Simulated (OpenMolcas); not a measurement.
Sn: effect of correlating more closed shells

```yaml
Program: OpenMolcas 26.06
Basis: ANO-R3 [8s7p5d3f2g1h]
Scalar_Hamiltonian: X2C, finite nucleus
Active_space: 2 electrons in 9 orbitals (RAS2 5p; RAS3 5d 6s, at most 1 electron)
State_averaging: 2S+1 = 3 even, 3 roots; 2S+1 = 1 even, 6 roots; 2S+1 = 3 odd, 3 roots; 2S+1 = 1 odd, 3 roots
Spin-orbit_coupling: RASSI with atomic mean-field integrals over the reference wave functions, term energies averaged over their components
```

Methods on the same reference wave functions:
A. RASSCF
B. SS-RASPT2, IPEA 0.25 Eh, imaginary shift 0.1 Eh (closed shells correlated: 5s)
C. SS-RASPT2, IPEA 0.25 Eh, imaginary shift 0.1 Eh (closed shells correlated: 4d 5s)

Energies in cm-1 above 5s2 5p2 3P0, the measured ground level; measured values from NIST Handbook of Basic Atomic Spectroscopic Data.

```tsv
Level	A	B	C	Measured
5s2 5p2 3P0	0.0	0.0	0.0	0.0
5s2 5p2 3P1	1343	1375	1377	1692
5s2 5p2 3P2	3052	2990	2990	3428
5s2 5p2 1D2	10263	8450	8460	8613
5s2 5p2 1S0	21585	19890	19800	17162
5s2 5p 6s 3P* 0	34670	34510	34470	34641
5s2 5p 6s 3P* 1	35124	34910	34860	34914
5s2 5p 6s 3P* 2	38109	37940	37910	38629
5s2 5p 6s 1P* 1	39906	39450	39330	39257
```

Deviations, from unrounded energies. A percentage is the sum of absolute deviations over the sum of measured energies, with the sign that they share, or ± where signs differ.

```csv
Against measurement,Levels,A,B,C
mean absolute deviation (cm-1),8,1000,580,570
fine structure of the ground term (%),2,-14.1,-14.8,-14.7
other terms of the ground configuration (%),2,+23.6,±11.2,±10.8
other configurations (%),4,±1.0,±0.7,±0.7
```

B, C lie about equally close to measurement and A furthest from it. The largest miss of C in the table is 5s2 5p2 1S0, by +2600 cm-1. The ranking rests on the paired levels alone, and a cruder setting can come out closer through cancelling errors.

Between B and C the level of the table that moves most is 5s2 5p 6s 1P* 1, by 120 cm-1 (lowest in C, highest in B). Moves below CASPT2's spread within the term are not significant.

The mean deviations of B to C differ by less than CASPT2's widest spread within a term (80 cm-1), so their order carries little weight.

From A to B the spin-free energies of the other terms of 5s2 5p2 shown, above 3P, scale by factors of 0.75 to 0.91.

The lowest spin-free term lies below A's lowest term by 0.043 hartree in B, 0.536 hartree in C.

What an inner shell adds also hangs on whether the basis holds functions to correlate it.

CASPT2 breaks the degeneracy within a term, and the mean is taken; among the terms shown or strongly mixed into the levels shown the widest spread is 80 cm-1 (5s2 5p2 1D, B). ANO sets are built for valence states and can reach diffuse excited orbitals poorly, and with the s shell closed the s pⁿ⁺¹ terms that mix with these levels are absent. With the s shell closed, the reference lacks s² → p² mixing. No level of 5s2 5p 5d was computed, though it lies in the active space. Some terms miss by over 15 % even with CASPT2, which points to a basis or an active space too small for the shells correlated (holds for B; C). Measured partners are found by configuration, term and J. A level has none where our copy of the source lacks it or the pairing is in doubt (some pairs that miss far off the trend of their configuration count as doubtful), and it then counts in no deviation. Levels of configurations outside the active space are missing.

* marks odd parity.
